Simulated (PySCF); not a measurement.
C3H9FSi2, SMILES F/C=C(/[SiH3])C[SiH3]. Heavy atoms are numbered as in [F:1]/[CH:2]=[C:3](/[SiH3:4])[CH2:5][SiH3:6]. Hydrogens are named by the atom that carries them.

The structure is a stationary point at B3LYP-D3(BJ)/def2-SVP. The structure was generated by enumeration; whether it is a known compound was not checked. Other conformers were not sampled.

Method: PBE/def2-TZVP (PySCF).

ESP charges are fitted to the potential on shells at 1.4 to 2.0 van der Waals radii. Atomic charges (e), one atom of each kind:

```
atom        Löwdin  Mulliken  meta-Löwdin  ESP fit
----------  ------  --------  -----------  -------
F1            0.19     -0.16        -0.24    -0.11
C2 (CH)      -0.29      0.02         0.14    -0.05
C3           -0.32     -0.03        -0.25    -0.04
Si4 (SiH3)    0.28      0.12         0.43     0.08
C5 (CH2)     -0.38     -0.32        -0.43    -0.34
Si6 (SiH3)    0.25      0.13         0.44     0.24
H on C2       0.13      0.11         0.12     0.15
H on Si4     -0.03     -0.02        -0.08    -0.01
H on C5       0.15      0.13         0.13     0.15
H on Si6     -0.03     -0.02        -0.08    -0.06
```

Computed Mayer and Wiberg (Löwdin basis) orders of the bonds:
```json
[
 {"bond": "F1–C2", "Mayer": "1.09", "Wiberg": "1.75"},
 {"bond": "C2–C3", "Mayer": "1.76", "Wiberg": "1.96"},
 {"bond": "C3–Si4", "Mayer": "0.99", "Wiberg": "1.08"},
 {"bond": "C3–C5", "Mayer": "0.97", "Wiberg": "1.23"},
 {"bond": "C5–Si6", "Mayer": "0.99", "Wiberg": "1.14"}
]
```
